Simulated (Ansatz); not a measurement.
Question: Name a neutral molecule of C, O, S, Si and H with LUMO energy (PBE0/def2-TZVPP) between 0.15 and 0.45 eV and size of the dipole moment (PBE/def2-TZVPP) between 1.55 and 1.85 D (Ansatz, PBE0-D4/def2-TZVP geometry).

Answer: `CO[SiH2]CS` (0.30 eV, 1.75 D); `C[Si]1(S)CO1` (0.25 eV, 1.59 D); `C[SiH](O)CS` (0.24 eV, 1.57 D). Other molecules can fit too; these were computed, each in one conformer that needn't be the lowest.
